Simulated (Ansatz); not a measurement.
Ansatz (a quantum-chemistry and plane-wave program) input (CCSD(T)/aug-cc-pV(D+d)Z): A basis named .json is the Basis Set Exchange file of that set (core-valence sets with the plain set on hydrogen).

Ansatz 0.2 input:
```yaml
crystal:
  periodic: [false, false, false]
  atoms:
    - {symbol: C, position_ang: [0.00000000, 0.00000000, 0.00000000]}
basis:
  gaussian:
    orbitals: aug-cc-pV_D+d_Z.json
magnetization: {spin_polarized: true, initial_magnetization: 2}
correlation: {method: ccsd_t, electrons: outside_noble_gas}
scf: {lower_state_search: full}
```

Output:

```
Functional definition: HF
integrals: 0.00 GiB planned
122 factors; integrals over basis functions are off by at most 8.2e-5 eV
mean field: 0.04 GiB planned
mean field evaluation 1: about -1025.1811 eV, gradient 5.8e0 eV
mean field evaluation 2: about -1025.1822 eV, gradient 5.8e0 eV
mean field evaluation 4: about -1025.5361 eV, gradient 2.7e-1 eV
mean field evaluation 8: about -1025.5363 eV, gradient 2.4e-3 eV
mean field evaluation 16: about -1025.5350 eV, gradient 2.7e-1 eV
mean field evaluation 32: about -1025.5363 eV, gradient 1.3e-6 eV
mean field evaluation 64: about -1018.4160 eV, gradient 4.1e-1 eV
mean field evaluation 96: about -1025.5363 eV, gradient 1.6e-2 eV
mean field -1025.53627973 eV, -37.6877631466 hartree, gradient 6.1e-7 eV, S^2 2.009646; 7 other end points of the search recorded, 0 dependent functions left out
1 core orbitals not correlated
reference -1025.53627973 eV, -37.6877631466 hartree; 3, 1 occupied and 19, 21 virtual orbitals, 122 factors
second order -1.46127445 eV of doubles, -0.00000000 eV of singles
coupled cluster: 0.05 GiB planned
cycle   1  -1.85194420 eV  change   -3.9e-1 eV  update   5.0e-2
cycle   2  -2.04766399 eV  change   -2.0e-1 eV  update   2.2e-2
cycle   3  -2.06195953 eV  change   -1.4e-2 eV  update   5.8e-3
cycle   4  -2.06433188 eV  change   -2.4e-3 eV  update   9.0e-4
cycle   5  -2.06348022 eV  change    8.5e-4 eV  update   2.0e-4
cycle   6  -2.06371340 eV  change   -2.3e-4 eV  update   6.3e-5
cycle   7  -2.06375576 eV  change   -4.2e-5 eV  update   1.8e-5
cycle   8  -2.06372620 eV  change    3.0e-5 eV  update   5.4e-6
cycle   9  -2.06374072 eV  change   -1.5e-5 eV  update   1.7e-6
cycle  10  -2.06373771 eV  change    3.0e-6 eV  update   4.0e-7
perturbative correction -0.03431914 eV, -0.0012612050 hartree
Total energy: -1027.63433657 eV, -37.7648653135 hartree
```
